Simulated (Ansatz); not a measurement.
Geometry optimisation, Ansatz 0.2.0, RKS PBE/6-31G.

input.yaml

```yaml
crystal:
  periodic: [false, false, false]
  atoms:
    - { symbol: Al, position_ang: [-0.976493, -0.411361, -2.070012] }
    - { symbol: Cl, position_ang: [0.682439, 0.971534, -2.602379] }
    - { symbol: Cl, position_ang: [-0.873751, -2.494274, -2.73871] }
    - { symbol: Cl, position_ang: [-2.880633, 0.42773, -1.391814] }
    - { symbol: H, position_ang: [1.361327, 0.36796, -0.126132] }
    - { symbol: "N", position_ang: [0.849834, -0.221884, 0.535191] }
    - { symbol: C, position_ang: [0.255938, 0.474218, 1.687015] }
    - { symbol: H, position_ang: [1.341016, -1.090498, 0.747774] }
    - { symbol: H, position_ang: [-0.343289, 1.326456, 1.328173] }
    - { symbol: H, position_ang: [-0.423005, -0.207468, 2.221771] }
    - { symbol: H, position_ang: [1.006415, 0.857586, 2.409324] }
basis:
  gaussian: { orbitals: "6-31G" }
hamiltonian:
  xc: pbe
relax:
  f_tol: 0.03
  max_steps: 50
```

Command:

```bash
$ ansatz run input.yaml --threads 2 --pin off --max-ram 3072MiB --backend cpu --events-out ev --progress --plain --runs-dir out
```

Problem. Where does it end, and by what steps?

Solution. The run converged. The force dipped under the threshold on the way, but the program's further checks kept it going. Limits of this set-up: no polarisation functions. After 11 steps the energy has fallen by 1.535 eV; Cl3 moved furthest, 0.91 Å. Joined: Al1–N6.

```csv
step,energy less start (eV),largest force component (eV/Å),accepted
0,0.0000,0.773,yes
1,-0.3276,0.919,yes
2,-0.7204,1.028,yes
3,-1.0723,0.579,yes
4,-1.3034,0.752,yes
5,-1.4539,0.228,yes
6,-1.5128,0.195,yes
7,-1.5258,0.140,yes
8,-1.5333,0.056,yes
9,-1.5348,0.019,yes
10,-1.5351,0.041,yes
11,-1.5353,0.026,yes
```

```xyz
11
Properties=species:S:1:pos:R:3
Al -0.564 -0.252 -1.453
Cl 0.525 1.167 -2.775
Cl -0.385 -2.406 -1.972
Cl -2.556 0.410 -0.754
H 1.500 0.307 -0.136
N 0.656 -0.203 0.171
C 0.086 0.424 1.421
H 0.929 -1.184 0.347
H -0.193 1.464 1.202
H -0.822 -0.124 1.711
H 0.823 0.396 2.239
```

Time of the run: 40 s on 2 threads of Arm Neoverse V1, on a shared host, peak memory 0.15 GiB.
